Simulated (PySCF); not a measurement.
Spectra and structures to be paired. Computed with TDDFT CAM-B3LYP/def2-SVPD, vertical, gas phase, core orbitals frozen in the response (PySCF 2.14.0, density-fitted response routines). Geometries: GFN2-xTB; one conformer of each isolated species. Triplets are in the Tamm–Dancoff approximation.

A. `F/C(=P/CCOC)C`
B. `P[SiH2]P[SiH2]Cl`
C. `O=CC#C[Si@H]([SiH3])P`

Lowest singlet levels (six at most, fewer where fewer were computed) with oscillator strengths:

1. 216 nm (f 0.029); 210 nm (f 0.137); 203 nm (f 0.065); 197 nm (f 0.016); 192 nm (f 0.138); 188 nm (f 0.032); T1 4.90 eV
2. 326 nm (f 0.001); 271 nm (f 0.002); 245 nm (f 0.288); 205 nm (f 0.036); 205 nm (f 0.035); 199 nm (f 0.012); T1 3.22 eV
3. 246 nm (f 0.025); 238 nm (f 0.230); 202 nm (f 0.002); 198 nm (f 0.001); 193 nm (f 0.009); 180 nm (f 0.000); T1 2.58 eV

**Question.** Which spectrum belongs to which structure?

**Answer.** 1 = B, 2 = C, 3 = A.
- A: S1 at 5.04 eV, HOMO-1→LUMO (79%), HOMO-2→LUMO (10%), HOMO→LUMO (9%); Löwdin shares by element: HOMO carbon 39% or more, phosphorus 36%, fluorine 11%; LUMO phosphorus 38%, carbon 36% or more, fluorine 6% (atoms not listed hold the other 20%); HOMO -7.90 and LUMO -0.09 eV.
- B: S1 at 5.73 eV, HOMO→LUMO (81%); Löwdin shares by element: HOMO phosphorus 74%, silicon 13%; LUMO silicon 34%, phosphorus 15% or more, chlorine 14% (atoms not listed hold the other 37%); HOMO -8.22 and LUMO 0.48 eV.
- C: S1 at 3.80 eV, HOMO-1→LUMO (90%); Löwdin shares by element: HOMO phosphorus 54%, carbon 17% or more, silicon 10% or more (atoms not listed hold the other 18%); LUMO carbon 59%, oxygen 23% (atoms not listed hold the other 17%); HOMO -8.85 and LUMO -1.28 eV.

Without π bonds the low states are Rydberg-like; a valence basis with one diffuse set may place them up to an eV too high.
